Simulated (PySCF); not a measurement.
**KCl, CCSD: how much the basis matters**

PySCF, RHF reference; singlet, unpaired electrons none; De to K + Cl without counterpoise correction. Frozen cores follow the default of each basis and core potential.

```csv
basis,relativity,functions,Re (Å),ωe (cm⁻¹),De (eV),frozen orbitals
def2-SVP,no relativity,42,2.688,292,3.61,10
def2-SVPD,no relativity,54,2.761,265,4.15,10
def2-TZVPP,no relativity,75,2.716,277,4.01,10
```

(1) How does each smaller set differ from the one with most functions, def2-TZVPP?

Correlated steps freeze 10 core orbitals. Correlated levels converge slowly with the basis: in double zeta they bind strong bonds too weakly, by up to about 1 eV, and carry superposition errors of some tenths. Where the molecule has an RHF reference, its open-shell atoms are computed with UHF.

## Answers

(1) def2-SVP: -2.8 pm, +5.4 % in ωe, -0.40 eV in De; def2-SVPD: +4.5 pm, -4.3 % in ωe, +0.14 eV in De. All at CCSD; the set with most functions is neither the basis-set limit nor always the best.
